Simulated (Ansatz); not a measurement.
Cost and result up the ladder for CuMe2 (C₂H₆Cu) (9 atoms). The state is a doublet with charge 0. Geometry: r2SCAN-D4/def2-TZVP.

```tsv
atom	x (Å)	y (Å)	z (Å)
Cu1	0.000	0.000	0.000
C2	1.789	-0.454	0.558
H3	1.785	-0.833	1.586
H4	2.439	0.427	0.516
H5	2.210	-1.227	-0.094
C6	-1.789	0.454	-0.558
H7	-2.419	-0.441	-0.592
H8	-1.776	0.907	-1.556
H9	-2.238	1.168	0.141
```

Ansatz on 4 threads of Arm Neoverse V1 on a shared host. Times are rough, and most runs start from the orbitals of an earlier one. ωB97X-V/def2-TZVP serves as the yardstick here, not as an exact answer. Differences are given only for rows in sets of like size (and for xTB, whose basis is part of the method), since another set adds its own error. Binding counts from free atoms at the same level (Cu doublet, C triplet, H doublet; other spins of the atoms weren't run), without zero-point energy or a counterpoise term.

The 6-31G sets use Cartesian d functions. LC-ωPBE has ω = 0.4 bohr⁻¹. B3LYP takes the VWN-RPA correlation. Correlated methods freeze 11 core orbitals. In CCSD on the charge 0 doublet the largest single amplitude is 0.17, so its Hartree–Fock determinant may place the open shell otherwise than the density functionals do. HOMO above LUMO, or a gap near zero within one spin, warns that the state may not be the lowest or that an electron is smeared out. No other spin state of charge 0 was run.

Run but left out: PBE-D4/def2-SVP, PBE-D4/def2-TZVP, PBE-D4/def2-TZVPD, revPBE-D4/def2-TZVP (an occupied level 0.27 to 0.37 eV above an empty one).

Correlated methods converge slowly with the basis.

```json
{"level": "PBE0-D4/def2-SVP", "functions": "89", "binding energy per atom (eV)": "3.38", "difference from ωB97X-V/def2-TZVP (eV)": "–", "remarks": "–"}
{"level": "r2SCANh-D4/def2-TZVP", "functions": "143", "binding energy per atom (eV)": "3.35", "difference from ωB97X-V/def2-TZVP (eV)": "0.02", "remarks": "–"}
{"level": "LC-ωPBE/def2-TZVP", "functions": "143", "binding energy per atom (eV)": "3.31", "difference from ωB97X-V/def2-TZVP (eV)": "-0.01", "remarks": "–"}
{"level": "PBE0-D4/def2-TZVPD", "functions": "176", "binding energy per atom (eV)": "3.33", "difference from ωB97X-V/def2-TZVP (eV)": "0.01", "remarks": "–"}
{"level": "r2SCAN-D4/def2-TZVPD", "functions": "176", "binding energy per atom (eV)": "3.37", "difference from ωB97X-V/def2-TZVP (eV)": "0.05", "remarks": "gap within one spin near zero"}
{"level": "B97M-V/def2-TZVP", "functions": "143", "binding energy per atom (eV)": "3.34", "difference from ωB97X-V/def2-TZVP (eV)": "0.01", "remarks": "gap within one spin near zero"}
{"level": "PBE0-D4/def2-TZVP (with forces)", "functions": "143", "binding energy per atom (eV)": "3.33", "difference from ωB97X-V/def2-TZVP (eV)": "0.00", "remarks": "–"}
{"level": "r2SCAN-D4/def2-TZVP", "functions": "143", "binding energy per atom (eV)": "3.37", "difference from ωB97X-V/def2-TZVP (eV)": "0.04", "remarks": "gap within one spin near zero"}
{"level": "B3LYP-D4/6-31G", "functions": "59", "binding energy per atom (eV)": "3.52", "difference from ωB97X-V/def2-TZVP (eV)": "–", "remarks": "–"}
{"level": "HF/6-31G", "functions": "59", "binding energy per atom (eV)": "2.79", "difference from ωB97X-V/def2-TZVP (eV)": "–", "remarks": "–"}
{"level": "BHLYP-D4/def2-TZVP", "functions": "143", "binding energy per atom (eV)": "3.27", "difference from ωB97X-V/def2-TZVP (eV)": "-0.06", "remarks": "–"}
{"level": "CCSD(T)/def2-TZVP", "functions": "143", "binding energy per atom (eV)": "3.22", "difference from ωB97X-V/def2-TZVP (eV)": "-0.10", "remarks": "–"}
{"level": "ωB97X-V/def2-TZVP", "functions": "143", "binding energy per atom (eV)": "3.32", "difference from ωB97X-V/def2-TZVP (eV)": "0.00", "remarks": "–"}
```

Task: Estimate how long each takes.

Result: HF/6-31G 0.6 s; PBE0-D4/def2-SVP 1.9 s; B3LYP-D4/6-31G 2.3 s; PBE0-D4/def2-TZVP (with forces) 3.6 s; r2SCAN-D4/def2-TZVP 4.8 s; r2SCANh-D4/def2-TZVP 5.5 s; PBE0-D4/def2-TZVPD 5.5 s; LC-ωPBE/def2-TZVP 6 s; BHLYP-D4/def2-TZVP 7 s; r2SCAN-D4/def2-TZVPD 7 s; B97M-V/def2-TZVP 9.6 s; ωB97X-V/def2-TZVP 23 s; CCSD(T)/def2-TZVP 53 s. On shared hardware such times vary by a factor of up to 3.
